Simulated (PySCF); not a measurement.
PySCF input (M06-2X/6-311+G**):

```python
from pyscf import gto, dft

mol = gto.M(
    atom='''
    Ca   -0.00000000   -0.00000000   -1.03020600
    S     0.00000000    0.00000000    1.28775800
    ''',
    basis='6-311+g**',
    charge=0,
    spin=0,
    verbose=4,
)

mf = dft.RKS(mol, xc='m062x')
mf.grids.level = 4
mf.conv_tol = 1e-9
mf.max_cycle = 100
mf.max_memory = 1500
mf.kernel()
if not mf.converged:
    mf = mf.newton()
    mf.kernel(mf.make_rdm1())
mf.dip_moment()
```

Output:

```
PySCF version 2.14.0

[INPUT] verbose = 4
[INPUT] num. atoms = 2
[INPUT] num. electrons = 36
[INPUT] charge = 0
[INPUT] spin (= nelec alpha-beta = 2S) = 0
[INPUT] symmetry False subgroup None
[INPUT] Mole.unit = angstrom
[INPUT] Symbol           X                Y                Z      unit          X                Y                Z       unit  Magmom
[INPUT]  1 Ca     0.000000000000   0.000000000000  -1.030206000000 AA    0.000000000000   0.000000000000  -1.946807191884 Bohr   0.0
[INPUT]  2 S      0.000000000000   0.000000000000   1.287758000000 AA    0.000000000000   0.000000000000   2.433509934718 Bohr   0.0

nuclear repulsion = 73.0540713722905
number of shells = 33
number of NR pGTOs = 120
number of NR cGTOs = 73
basis = 6-311+g**
ecp = {}

******** <class 'pyscf.dft.rks.RKS'> ********
method = RKS
initial guess = minao
damping factor = 0
level_shift factor = 0
DIIS = <class 'pyscf.scf.diis.CDIIS'>
diis_start_cycle = 1
diis_space = 8
diis_damp = 0
SCF conv_tol = 1e-09
SCF conv_tol_grad = None
SCF max_cycles = 100
direct_scf = True
direct_scf_tol = 1e-13
XC library pyscf.dft.libxc version 7.1.2
    S. Lehtola, C. Steigemann, M. J. T. Oliveira, and M. A. L. Marques,  SoftwareX 7, 1–5 (2018)
XC functionals = m062x
    Y. Zhao and D. G. Truhlar,  Theor. Chem. Acc. 120, 215 (2008)
    Y. Zhao and D. G. Truhlar,  Theor. Chem. Acc. 120, 215 (2008)
radial grids:
    Treutler-Ahlrichs [JCP 102, 346 (1995); DOI:10.1063/1.469408] (M4) radial grids

becke partition: Becke, JCP 88, 2547 (1988); DOI:10.1063/1.454033
pruning grids: <function nwchem_prune>
grids dens level: 4
symmetrized grids: False
atomic radii adjust function: <function treutler_atomic_radii_adjust>
small_rho_cutoff = 0
Set gradient conv threshold to 3.16228e-05
Initial guess from minao.
tot grids = 58688
init E= -1075.67544265426
  HOMO = -0.33096055795656  LUMO = -0.145941025244681  gap/eV = 5.03464
cycle= 1 E= -1075.61052283193  delta_E= 0.0649  |g|= 0.619  |ddm|= 2.07
  HOMO = -0.0792873024894318  LUMO = -0.056236352721262  gap/eV = 0.62725
cycle= 2 E= -1074.56533559836  delta_E= 1.05  |g|= 1.65  |ddm|= 2.53
  HOMO = -0.221211202718287  LUMO = -0.0869104651376795  gap/eV = 3.65451
cycle= 3 E= -1075.76057795807  delta_E= -1.2  |g|= 0.0885  |ddm|= 2.14
  HOMO = -0.217162819054481  LUMO = -0.0810975624542471  gap/eV = 3.70252
cycle= 4 E= -1075.76485005991  delta_E= -0.00427  |g|= 0.0243  |ddm|= 0.251
  HOMO = -0.217320064445396  LUMO = -0.0780188096484503  gap/eV = 3.79058
cycle= 5 E= -1075.76505293001  delta_E= -0.000203  |g|= 0.00884  |ddm|= 0.0576
  HOMO = -0.219157486260003  LUMO = -0.0787934827168251  gap/eV = 3.81950
cycle= 6 E= -1075.76508131781  delta_E= -2.84e-05  |g|= 0.00349  |ddm|= 0.014
  HOMO = -0.21939583695189  LUMO = -0.0788339061454784  gap/eV = 3.82488
cycle= 7 E= -1075.765088598  delta_E= -7.28e-06  |g|= 0.00135  |ddm|= 0.0103
  HOMO = -0.219634058446137  LUMO = -0.078913499908929  gap/eV = 3.82920
cycle= 8 E= -1075.76509018016  delta_E= -1.58e-06  |g|= 0.000279  |ddm|= 0.00554
  HOMO = -0.219673354743929  LUMO = -0.0789233218409194  gap/eV = 3.83000
cycle= 9 E= -1075.7650902799  delta_E= -9.97e-08  |g|= 8.09e-05  |ddm|= 0.00216
  HOMO = -0.219663799948159  LUMO = -0.0789220138180774  gap/eV = 3.82978
cycle= 10 E= -1075.76509028388  delta_E= -3.98e-09  |g|= 2.76e-05  |ddm|= 0.000311
  HOMO = -0.219655575735235  LUMO = -0.0789205643563736  gap/eV = 3.82959
cycle= 11 E= -1075.76509028478  delta_E= -8.97e-10  |g|= 6.24e-06  |ddm|= 0.000191
  HOMO = -0.219654661364101  LUMO = -0.0789195697262884  gap/eV = 3.82960
Extra cycle  E= -1075.76509028485  delta_E= -6.96e-11  |g|= 4.78e-06  |ddm|= 2.78e-05
converged SCF energy = -1075.76509028485
Dipole moment(X, Y, Z, Debye):  0.00000, -0.00000, -11.48347
```

The geometry given is a B3LYP-D3(BJ)/def2-TZVP minimum.
